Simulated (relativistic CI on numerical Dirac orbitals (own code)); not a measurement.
**Slater and spin-orbit integrals, Er L**

Method of calculation: Dirac-Coulomb-Breit CI, KLI orbitals optimised for each configuration, QED by a radiative potential, unscaled Slater integrals (own radial code, finite nucleus).

Slater integrals F^k, G^k are unscaled and averaged over j, outside the closed core [Ne]; ζ comes from projecting the Hamiltonian with its Breit term on Σ l·s of the shell.

- 3s2 3p6 3d: ζ(3d) = 166920 cm⁻¹; <r>(3d) = 0.1828, <r^2>(3d) = 0.03863 (bohr units).
- 3s2 3p5 3d2: ζ(3p) = 1.2187e+06, F^2(3d,3d) = 560390, F^4(3d,3d) = 362590, F^2(3p,3d) = 479940, G^1(3p,3d) = 503350, G^3(3p,3d) = 338550, ζ(3d) = 165470 cm⁻¹; <r>(3p) = 0.2061, <r^2>(3p) = 0.04916, <r>(3d) = 0.1831, <r^2>(3d) = 0.03873 (bohr units).
- 3s 3p6 3d2: F^2(3d,3d) = 560020, F^4(3d,3d) = 362350, G^2(3s,3d) = 383450, ζ(3d) = 166200 cm⁻¹; <r>(3s) = 0.2104, <r^2>(3s) = 0.05058, <r>(3d) = 0.1832, <r^2>(3d) = 0.03878 (bohr units).

Question: Give the Racah parameters of the d shell in 3s2 3p5 3d2.

Answer: B = F²/49 − 5F⁴/441 = 7325 cm⁻¹ and C = 35F⁴/441 = 28777 cm⁻¹.

Averages of the first 10 configurations, taken without configuration mixing, which lowers the lowest level and can move excited configurations by several eV; other configurations of the list can lie among them:

| Configuration | Parity | States | Average energy above the lowest level (eV) |
| --- | --- | --- | --- |
| 3s2 3p6 3d | even | 10 | 31.7 |
| 3s2 3p5 3d2 | odd | 270 | 381.2 |
| 3s 3p6 3d2 | even | 90 | 726.1 |
| 3s2 3p6 4s | even | 2 | 1729.1 |
| 3s2 3p6 4p | odd | 6 | 1859.8 |
| 3s2 3p6 4d | even | 10 | 2003.1 |
| 3s2 3p5 3d 4s | odd | 120 | 2068.5 |
| 3s2 3p6 4f | odd | 14 | 2107.4 |
| 3s2 3p5 3d 4p | even | 360 | 2199.6 |
| 3p6 3d3 | even | 120 | 1431.2 |
